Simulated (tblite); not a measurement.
A geometry optimisation, step by step.

Compound: C₅H₁₂BrFSi.
Numbering: `[CH3:1][CH2:2][CH2:3][Si@@H:4]([CH2:5][F:6])[CH2:7][Br:8]` (hydrogens: H9, H10, H11 on C1; H12, H13 on C2; H14, H15 on C3; H16 on Si4; H17, H18 on C5; H19, H20 on C7)

Computed with GFN2-xTB (tblite), gas phase: L-BFGS steps from a force-field or distance-geometry start until the largest atomic force falls under 0.01 eV/Å. 3 of its 104 geometries are shown.

Step 0: E = -743.6425 eV, largest atomic force 2.375 eV/Å
```
atom  x, y, z in Å  |  force x, y, z in eV/Å
C1      2.980   -0.411   -0.063   -0.406   0.948   0.666
C2      1.528   -0.794    0.295    1.421  -1.438  -1.246
C3      0.704    0.411    0.069    0.415   2.109  -0.324
Si4    -1.102    0.249    0.417    0.077   0.203   1.671
C5     -1.938    1.734   -0.367    0.176  -0.149  -0.855
F6     -2.100    2.666    0.620   -0.434   0.393  -0.221
C7     -1.917   -1.252   -0.283   -0.685  -1.456  -0.911
Br8    -3.597   -1.444    0.696   -0.184  -0.120   0.011
H9      3.233    0.404    0.671    0.292  -0.707  -0.923
H10     3.669   -1.245    0.042   -0.015   0.174  -0.118
H11     2.966   -0.003   -1.103    0.376  -0.371   0.929
H12     1.476   -1.233    1.305   -0.154   0.282  -0.477
H13     1.258   -1.546   -0.486   -0.179   0.068   0.854
H14     0.856    0.776   -0.992   -0.047  -0.373   0.983
H15     1.087    1.253    0.722   -0.298  -0.721  -0.640
H16    -1.340    0.222    1.887    0.033   0.061  -0.320
H17    -1.261    2.163   -1.142   -0.695   0.051   0.346
H18    -2.894    1.410   -0.825    0.183   0.851   0.319
H19    -2.232   -1.149   -1.338    0.334  -0.219   0.454
H20    -1.381   -2.201   -0.130   -0.209   0.415  -0.199
```

Step 52: E = -744.2397 eV, largest atomic force 0.050 eV/Å
```
atom  x, y, z in Å  |  force x, y, z in eV/Å
C1      3.025   -0.549   -0.011   -0.026  -0.003   0.001
C2      1.540   -0.739    0.266   -0.030   0.012  -0.005
C3      0.734    0.527   -0.039   -0.014  -0.003   0.013
Si4    -1.099    0.346    0.439   -0.017  -0.024  -0.035
C5     -2.174    1.796   -0.223   -0.008   0.027  -0.010
F6     -1.962    2.913    0.560    0.011  -0.024  -0.017
C7     -1.763   -1.271   -0.348    0.000  -0.020  -0.005
Br8    -3.629   -1.555    0.161    0.001   0.028  -0.010
H9      3.439    0.218    0.639   -0.003   0.020  -0.038
H10     3.568   -1.475    0.166    0.002   0.001  -0.006
H11     3.177   -0.253   -1.047    0.044   0.013   0.019
H12     1.397   -1.019    1.312    0.017   0.019  -0.015
H13     1.162   -1.560   -0.347    0.021   0.002  -0.001
H14     0.841    0.774   -1.098    0.003  -0.039   0.005
H15     1.167    1.365    0.509    0.000  -0.006   0.026
H16    -1.282    0.237    1.889   -0.033   0.020   0.032
H17    -1.933    2.097   -1.246    0.018  -0.038   0.002
H18    -3.246    1.584   -0.174    0.022   0.004   0.041
H19    -1.742   -1.288   -1.435   -0.001   0.029   0.016
H20    -1.225   -2.139    0.022   -0.009  -0.017  -0.014
```

Step 103: E = -744.2646 eV, largest atomic force 0.010 eV/Å
```
atom  x, y, z in Å  |  force x, y, z in eV/Å
C1      3.042   -0.476   -0.025    0.000   0.003   0.001
C2      1.579   -0.732    0.319   -0.003   0.001   0.000
C3      0.709    0.487    0.015   -0.003  -0.001  -0.003
Si4    -1.122    0.261    0.468    0.001   0.000  -0.004
C5     -2.140    1.758   -0.177    0.007   0.002   0.003
F6     -1.556    2.933    0.253    0.002   0.004  -0.001
C7     -1.825   -1.289   -0.412    0.000   0.001   0.000
Br8    -3.744   -1.417   -0.068    0.000  -0.002   0.001
H9      3.424    0.367    0.547    0.002   0.002   0.003
H10     3.648   -1.349    0.203    0.001  -0.001  -0.001
H11     3.151   -0.248   -1.083   -0.001   0.001   0.000
H12     1.496   -0.986    1.377    0.000   0.003   0.001
H13     1.221   -1.589   -0.255   -0.001  -0.002   0.003
H14     0.810    0.737   -1.044   -0.002  -0.001  -0.001
H15     1.097    1.345    0.566    0.005  -0.003  -0.008
H16    -1.347    0.101    1.911   -0.007  -0.002   0.002
H17    -2.176    1.818   -1.269    0.002   0.001   0.002
H18    -3.165    1.769    0.200   -0.003  -0.008   0.003
H19    -1.715   -1.268   -1.494   -0.001   0.001  -0.002
H20    -1.393   -2.212   -0.037   -0.001   0.002   0.000
```

Question: Summarise the path.

Answer: The energy falls by 60.03 kJ/mol from step 0 to step 103; nine tenths of that is first reached at step 31. It rises by more than 0.2 meV at step 74. The largest force goes from 2.375 to 0.010 eV/Å. Among the bonds Si4–C7 changes most, from 1.846 to 1.915 Å; the atoms move by 0.455 Å rms after alignment.

Question: Follow the three bonds and two angles with the largest change from start to end.

Answer: 
| step | E above end (kJ/mol) | largest force (eV/Å) | Si4–C7 (Å) | C3–Si4 (Å) | C2–C3 (Å) | F6–C5–H18 (°) | C2–C1–H9 (°) |
| --- | --- | --- | --- | --- | --- | --- | --- |
| 0 | 60.03 | 2.375 | 1.846 | 1.847 | 1.477 | 113.3 | 103.9 |
| 4 | 21.87 | 0.493 | 1.909 | 1.877 | 1.517 | 107.3 | 109.0 |
| 9 | 13.78 | 0.234 | 1.921 | 1.898 | 1.529 | 106.2 | 109.6 |
| 13 | 11.32 | 0.185 | 1.923 | 1.900 | 1.523 | 106.7 | 109.7 |
| 18 | 9.89 | 0.109 | 1.920 | 1.908 | 1.531 | 105.9 | 110.0 |
| 22 | 9.16 | 0.080 | 1.918 | 1.906 | 1.526 | 106.2 | 110.7 |
| 27 | 7.64 | 0.148 | 1.917 | 1.907 | 1.533 | 107.2 | 111.6 |
| 31 | 5.90 | 0.161 | 1.922 | 1.906 | 1.526 | 106.2 | 110.8 |
| 36 | 4.35 | 0.140 | 1.918 | 1.907 | 1.534 | 105.9 | 110.7 |
| 40 | 3.47 | 0.103 | 1.916 | 1.902 | 1.528 | 106.3 | 110.5 |
| 45 | 2.84 | 0.060 | 1.916 | 1.903 | 1.530 | 106.2 | 110.3 |
| 49 | 2.58 | 0.086 | 1.915 | 1.900 | 1.529 | 106.0 | 110.6 |
| 54 | 2.29 | 0.060 | 1.919 | 1.904 | 1.531 | 106.4 | 110.6 |
| 58 | 1.88 | 0.061 | 1.919 | 1.902 | 1.528 | 106.2 | 110.9 |
| 63 | 1.46 | 0.110 | 1.917 | 1.901 | 1.528 | 106.6 | 110.5 |
| 67 | 1.17 | 0.050 | 1.915 | 1.901 | 1.530 | 106.5 | 110.3 |
| 72 | 0.79 | 0.073 | 1.915 | 1.899 | 1.530 | 106.4 | 110.6 |
| 76 | 0.48 | 0.065 | 1.913 | 1.899 | 1.529 | 106.3 | 110.5 |
| 81 | 0.22 | 0.033 | 1.915 | 1.900 | 1.529 | 106.5 | 110.6 |
| 85 | 0.14 | 0.023 | 1.914 | 1.901 | 1.529 | 106.3 | 110.3 |
| 90 | 0.06 | 0.025 | 1.916 | 1.899 | 1.529 | 106.4 | 110.4 |
| 94 | 0.03 | 0.016 | 1.915 | 1.900 | 1.529 | 106.4 | 110.4 |
| 99 | 0.01 | 0.016 | 1.916 | 1.899 | 1.529 | 106.4 | 110.4 |
| 103 | 0.00 | 0.010 | 1.915 | 1.900 | 1.529 | 106.3 | 110.4 |

What follows is the cost of the whole relaxation. Time: 0.82 s. Hardware: Arm Neoverse V2, one thread, on a shared host.
